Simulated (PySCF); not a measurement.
C3H5, charge -1, singlet, geometry from GFN2-xTB; CCSD(T)/6-31G in PySCF.

The PySCF input:
```python
from pyscf import gto, scf, cc

mol = gto.Mole()
mol.atom = '''
    C     1.35805982    0.02312035   -0.00323503
    C     0.09892564    0.45870450   -0.01716080
    H     2.08097321    0.91930036   -0.03769013
    H    -0.29397552    1.52858289   -0.05609412
    C    -1.06691089   -0.50759766    0.02066702
    H    -0.69797393   -1.53441177    0.05804749
    H    -1.71318980   -0.34673546    0.89954519
    H    -1.71628136   -0.41209920   -0.86543564
'''
mol.basis = '6-31g'
mol.charge = -1
mol.verbose = 5
mol.build()

mf = scf.RHF(mol)
mf.kernel()

mycc = cc.CCSD(mf, frozen=4)
mycc.kernel()
et = mycc.ccsd_t()
print('E(CCSD(T)) = %.10f' % (mycc.e_tot + et))
```

Question: Predict the main parts of the log of this PySCF run.

Answer: 
```
PySCF version 2.14.0

[INPUT] verbose = 5
[INPUT] max_memory = 4000
[INPUT] num. atoms = 8
[INPUT] num. electrons = 24
[INPUT] charge = -1
[INPUT] spin (= nelec alpha-beta = 2S) = 0
[INPUT] symmetry False subgroup None
[INPUT] Mole.unit = angstrom
[INPUT] Symbol           X                Y                Z      unit          X                Y                Z       unit  Magmom
[...]
[INPUT] ---------------- BASIS SET ----------------
[INPUT] l, kappa, [nprim/nctr], expnt,             c_1 c_2 ...
[INPUT] H
[...]
                                2.8253937         0.23472695
                                0.6401217         0.81375733
[...]
[INPUT] C
[...]
                                457.36951         0.0140373
                                103.94869         0.0688426
                                29.210155         0.2321844
                                9.286663          0.4679413
                                3.163927          0.362312
[...]
                                1.8812885         -0.1608542
                                0.5442493         1.1434564
[...]
                                1.8812885         0.316424
                                0.5442493         0.7443083
[...]
nuclear repulsion = 63.7979520947522
number of shells = 25
number of NR pGTOs = 86
number of NR cGTOs = 37
basis = 6-31g
ecp = {}

******** <class 'pyscf.scf.hf.RHF'> ********
method = RHF
initial guess = minao
damping factor = 0
level_shift factor = 0
DIIS = <class 'pyscf.scf.diis.CDIIS'>
diis_start_cycle = 1
diis_space = 8
diis_damp = 0
SCF conv_tol = 1e-09
SCF conv_tol_grad = None
SCF max_cycles = 50
direct_scf = True
direct_scf_tol = 1e-13
Set gradient conv threshold to 3.16228e-05
Initial guess from minao.
E1 = -280.70930080121724  E2 = 100.33184398056102  Ecoul = 117.58828237680396  Exc = -17.25643839624294
init E= -116.579504725904
cond(S) = 753.1468116460275
[...]
  mo_energy =
[-11.32594262 -11.31931563 -11.29913477  -1.44757698  -1.12110105
  -0.73254871  -0.5638976   -0.48911428  -0.40794541  -0.36943483
  -0.23938436  -0.1790273    0.08981995   0.18158524   0.21900221
   0.26338153   0.26948268   0.27077213   0.35686233   0.48381382
   0.6866849    0.71979046   0.75491998   0.8003549    0.82816728
   0.84403487   0.87367475   0.93724991   0.97849246   1.05797231
   1.10707732   1.13130133   1.14759912   1.14950508   1.22947981
   1.34398886   1.52007225]
[...]
cycle= 10 E= -116.324330479246  delta_E= -9.43e-11  |g|= 2.97e-06  |ddm|= 4.46e-05
[...]
  mo_energy =
[-11.01597881 -10.96856947 -10.92662376  -0.81017747  -0.67900325
  -0.46225809  -0.37786721  -0.35722986  -0.28612942  -0.24379429
  -0.0880304   -0.04296491   0.43913253   0.45392215   0.48548581
   0.51039229   0.51140616   0.5548528    0.63444958   0.78474083
   0.95108369   0.99531794   1.04043915   1.08618974   1.09996477
   1.17484844   1.18673862   1.22349466   1.29740443   1.37873934
   1.39576639   1.40761792   1.43620475   1.44596966   1.51661984
   1.67148536   1.7836074 ]
E1 = -287.72730949166413  E2 = 107.60502691765856  Ecoul = 125.05277941128517  Exc = -17.44775249362661
Extra cycle  E= -116.324330479253  delta_E= -7.05e-12  |g|= 1.36e-06  |ddm|= 1.09e-05
converged SCF energy = -116.324330479253

******** <class 'pyscf.cc.ccsd.CCSD'> ********
CC2 = 0
CCSD nocc = 8, nmo = 33
frozen orbitals 4
max_cycle = 50
direct = 0
conv_tol = 1e-07
conv_tol_normt = 1e-05
diis_space = 6
diis_start_cycle = 0
diis_start_energy_diff = 1e+09
Init t2, MP2 energy = -116.560410707507  E_corr(MP2) -0.236080228253841
Init E_corr(CCSD) = -0.236080228254958
cycle = 1  E_corr(CCSD) = -0.253033916523511  dE = -0.0169536883  norm(t1,t2) = 0.0542805
cycle = 2  E_corr(CCSD) = -0.260975561276445  dE = -0.00794164475  norm(t1,t2) = 0.0214168
cycle = 3  E_corr(CCSD) = -0.264842452720786  dE = -0.00386689144  norm(t1,t2) = 0.0113573
cycle = 4  E_corr(CCSD) = -0.265513393663405  dE = -0.000670940943  norm(t1,t2) = 0.00323468
cycle = 5  E_corr(CCSD) = -0.26532894288523  dE = 0.000184450778  norm(t1,t2) = 0.00153993
cycle = 6  E_corr(CCSD) = -0.265301687881462  dE = 2.72550038e-05  norm(t1,t2) = 0.000427853
cycle = 7  E_corr(CCSD) = -0.265313907322069  dE = -1.22194406e-05  norm(t1,t2) = 0.000199168
cycle = 8  E_corr(CCSD) = -0.265315482501222  dE = -1.57517915e-06  norm(t1,t2) = 6.29238e-05
cycle = 9  E_corr(CCSD) = -0.265314655938624  dE = 8.26562599e-07  norm(t1,t2) = 2.11562e-05
cycle = 10  E_corr(CCSD) = -0.265314791702049  dE = -1.35763425e-07  norm(t1,t2) = 7.39696e-06
cycle = 11  E_corr(CCSD) = -0.265314612159787  dE = 1.79542262e-07  norm(t1,t2) = 2.32604e-06
cycle = 12  E_corr(CCSD) = -0.265314575950824  dE = 3.62089636e-08  norm(t1,t2) = 8.98013e-07
CCSD converged
E(CCSD) = -116.5896450552042  E_corr = -0.2653145759508238
CCSD(T) correction = -0.00826469383800552
E(CCSD(T)) = -116.5979097490
```
